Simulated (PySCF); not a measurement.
Radial density of Si (silicon, neutral)

B2PLYP, [Ne] 3s2 3p1 4s1, 4s spin antiparallel (an excited configuration). Calculation: PySCF 2.14, in aug-cc-pV(Q+d)Z (7s6p5d3f2g, 89 functions); no relativity, point nucleus.

```json
{"r (bohr)": "0.00179", "4πr²ρ (e/bohr)": "0.06758", "4πr²(ρα − ρβ)": "0.0000"}
{"r (bohr)": "0.00301", "4πr²ρ (e/bohr)": "0.1849", "4πr²(ρα − ρβ)": "-0.0001"}
{"r (bohr)": "0.00506", "4πr²ρ (e/bohr)": "0.4937", "4πr²(ρα − ρβ)": "-0.0002"}
{"r (bohr)": "0.00851", "4πr²ρ (e/bohr)": "1.269", "4πr²(ρα − ρβ)": "-0.0004"}
{"r (bohr)": "0.0143", "4πr²ρ (e/bohr)": "3.051", "4πr²(ρα − ρβ)": "-0.0009"}
{"r (bohr)": "0.0241", "4πr²ρ (e/bohr)": "6.576", "4πr²(ρα − ρβ)": "-0.0019"}
{"r (bohr)": "0.0405", "4πr²ρ (e/bohr)": "11.80", "4πr²(ρα − ρβ)": "-0.0027"}
{"r (bohr)": "0.0682", "4πr²ρ (e/bohr)": "15.71", "4πr²(ρα − ρβ)": "0.0002"}
{"r (bohr)": "0.115", "4πr²ρ (e/bohr)": "13.49", "4πr²(ρα − ρβ)": "0.0155"}
{"r (bohr)": "0.193", "4πr²ρ (e/bohr)": "9.578", "4πr²(ρα − ρβ)": "0.0487"}
{"r (bohr)": "0.324", "4πr²ρ (e/bohr)": "13.20", "4πr²(ρα − ρβ)": "0.0685"}
{"r (bohr)": "0.546", "4πr²ρ (e/bohr)": "12.16", "4πr²(ρα − ρβ)": "0.0230"}
{"r (bohr)": "0.918", "4πr²ρ (e/bohr)": "3.580", "4πr²(ρα − ρβ)": "0.0247"}
{"r (bohr)": "1.54", "4πr²ρ (e/bohr)": "1.657", "4πr²(ρα − ρβ)": "0.3129"}
{"r (bohr)": "2.60", "4πr²ρ (e/bohr)": "1.023", "4πr²(ρα − ρβ)": "0.3821"}
{"r (bohr)": "4.37", "4πr²ρ (e/bohr)": "0.2479", "4πr²(ρα − ρβ)": "-0.0685"}
{"r (bohr)": "7.34", "4πr²ρ (e/bohr)": "0.1711", "4πr²(ρα − ρβ)": "-0.1684"}
{"r (bohr)": "12.4", "4πr²ρ (e/bohr)": "0.002598", "4πr²(ρα − ρβ)": "-0.0026"}
```

The outer electron is Rydberg-like, and this basis confines it to a smaller radius and binds it less than a complete one would. With the s spin flipped the determinant is a mixture of two multiplicities, not a spectroscopic state.
